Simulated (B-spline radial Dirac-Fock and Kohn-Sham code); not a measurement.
# Photoemission from Se at 8430 eV, detector at θ = 54.7°, φ = 0°

System: the free selenium atom in the configuration [Ar] 3d10 4s2 4p4. Calculated with a radial atomic solver, using Dirac-Hartree-Slater photoionisation with a Latter tail; cross sections with all multipoles, angular parameters from the dipole term and its interference with E2. Thresholds are tabulated edges, those marked * orbital energies of the model. For linearly polarised light dσ/dΩ = σ/(4π) [1 + β P₂(cos θ) + (δ + γ cos²θ) sin θ cos φ], with θ from the polarisation vector and φ the angle between the beam and the projection of the electron momentum on the plane normal to the polarisation. The dipole factor is 1 + βP₂ and the non-dipole term is the rest of the bracket. Open shells are filled statistically over j.

| subshell | threshold (eV) | σ (kb) | β | γ | δ | dipole factor | non-dipole term | dσ/dΩ (kb/sr) |
| --- | --- | --- | --- | --- | --- | --- | --- | --- |
| 2s | 1652.0 | 3.55 | 2.00 | 0.82 | 0.000 | 1.002 | +0.225 | 0.347 |
| 2p1/2 | 1474.3 | 1.47 | 1.10 | 1.40 | 0.128 | 1.001 | +0.485 | 0.174 |
| 2p3/2 | 1433.9 | 2.66 | 1.11 | 1.42 | 0.127 | 1.001 | +0.491 | 0.316 |
| 3s | 229.6 | 0.558 | 2.00 | 0.98 | 0.000 | 1.002 | +0.266 | 0.0563 |
| 3p1/2 | 166.5 | 0.204 | 1.03 | 1.38 | 0.128 | 1.001 | +0.482 | 0.0240 |
| 3p3/2 | 160.7 | 0.367 | 1.04 | 1.40 | 0.127 | 1.001 | +0.486 | 0.0434 |
| 3d3/2 | 63.97* | 0.0186 | 0.48 | 1.19 | 0.399 | 1.000 | +0.650 | 0.00244 |
| 3d5/2 | 63.00* | 0.0263 | 0.48 | 1.19 | 0.405 | 1.000 | +0.654 | 0.00346 |
| 4s | 20.37* | 0.0596 | 2.00 | 1.00 | 0.000 | 1.002 | +0.272 | 0.00604 |
| 4p1/2 | 9.33* | 0.00936 | 1.02 | 1.38 | 0.128 | 1.001 | +0.481 | 0.00110 |
| 4p3/2 | 8.91* | 0.0166 | 1.03 | 1.40 | 0.127 | 1.001 | +0.485 | 0.00196 |
